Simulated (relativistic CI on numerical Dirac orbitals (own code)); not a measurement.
## Cr2+ in a cubic cluster: L2,3 absorption with charge transfer

Computed with a charge-transfer multiplet model of a cubic metal-ligand cluster with up to one ligand hole, Slater and spin-orbit integrals from Dirac-Coulomb-Breit ions, Slater integrals scaled by 0.8. The ground state mixes d4 with configurations of k ligand holes L, whose averages lie at kΔ + k(k − 1)U_dd/2; a core hole lowers each added d electron by U_cd. 300 K, Lorentzian 0.4 eV and Gaussian 0.3 eV FWHM.

Atomic integrals in eV (Slater integrals scaled, ζ unscaled), ground: F2dd 7.675, F4dd 4.768, zeta_d 0.027; with the core hole: F2dd 8.366, F4dd 5.204, zeta_d 0.040, zeta_core 5.624, F2cd 4.703, G1cd 3.430, G3cd 1.946.

Cluster parameters (eV): U_dd = 4.6, U_cd = 5.3, 10Dq = 1.6, 10Dq(ligand) = 0.1, V(eg) = 1.75, V(t2g) = -0.84, final-state hopping factor = 0.9.

```
      Case   n_d    d4   d5L     S
Δ = 3.7 eV  4.24  0.76  0.24  2.00
Δ = 6.7 eV  4.13  0.87  0.13  2.00
Δ = 9.7 eV  4.08  0.92  0.08  2.00
```

Weights, n_d and S are thermal averages at 300 K. Photon energies count from the first peak over 30 % of the highest in each spectrum, which can be another peak from case to case. The parameters are a model scan and need not match a compound or its usual spin state. Peaks in eV (height, largest 100):
- Δ = 3.7 eV: 0.0 (60), 1.8 (100), 2.6 (68), 7.5 (16), 8.6 (36), 10.3 (29), 11.1 (30)
- Δ = 6.7 eV: 0.0 (59), 1.8 (100), 2.8 (63), 7.2 (18), 8.5 (36), 10.3 (29), 11.1 (31)
- Δ = 9.7 eV: -1.7 (5), 0.0 (59), 1.8 (100), 2.7 (61), 7.1 (20), 8.2 (37), 10.3 (30), 11.1 (34)

For the case Δ = 6.7 eV, Δ = 6.7 eV is larger than U_dd = 4.6 eV, the Mott-Hubbard side of the Zaanen-Sawatzky-Allen scheme. With the core hole the configuration with one ligand hole lies at Δ + U_dd − U_cd = 3.0, 6.0, 9.0 eV from the one without, in the order of the table; where this is negative the screened configuration lies lower, though the effective hopping of about 3.0 eV (from the holes of the mixed ground state) mixes the two strongly wherever it is as large as the gap.

With at most 1 ligand hole the space is cut while the next configuration still counts, so covalency is underestimated, and a final configuration with one more ligand hole, which can lie low, is missing from the spectra.
